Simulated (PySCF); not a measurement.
C2H6PSi (charge -1).
Structure used (PBE0-D3(BJ)/def2-SVP), in Å, numbered top down from 1:
```
atom  x, y, z in Å
C1     1.6757   -0.4988    0.0182
C2     1.3002    0.6931   -0.5102
P3    -0.2803    1.5250   -0.7557
Si4   -1.6267   -0.0059    0.0658
H5     2.7312   -0.7945    0.0581
H6     0.9519   -1.2144    0.4259
H7     2.1318    1.3168   -0.8829
H8    -1.6533   -1.3795   -0.5899
H9    -1.4968   -0.3847    1.5349
H10   -3.0580    0.4744   -0.0505
```

Computed with PySCF at PBE0/pcSseg-1, non-relativistic, on one gas-phase PBE0-D3(BJ)/def2-SVP geometry that isn't relaxed in the solvent. The solvent is an IEF-PCM continuum (van der Waals radii × 1.2). Specific hydrogen bonds and non-electrostatic terms are outside this model.

| run | E − E(gas) (kcal/mol) | HOMO (eV) | HOMO–LUMO gap (eV) |
| --- | --- | --- | --- |
| gas | 0.00 | -0.03 | 4.91 |
| P | -52.18 | -4.48 | 5.17 |
| Q | -52.02 | -4.47 | 5.17 |

Task: The runs were made in acetonitrile and methanol. Which run belongs to which solvent?

Result: P = acetonitrile, Q = methanol. The dielectric constants are 32.61 (methanol), 35.69 (acetonitrile), and the energy falls further as ε rises. In this model the ground state sees the solvent through ε alone.

Task: How constant is the ratio of the lowering to 1 − 1/ε?

Result: 
```
     solvent  1 − 1/ε  E − E(gas) (kcal/mol)  ratio (kcal/mol)  polarisation term (kcal/mol)
    methanol    0.969                 -52.02             -53.7                        -54.03
acetonitrile    0.972                 -52.18             -53.7                        -54.21
```

The ratio changes by 0.0 % in size from methanol to acetonitrile. The polarisation term is half the interaction of the solute with the induced surface charges.
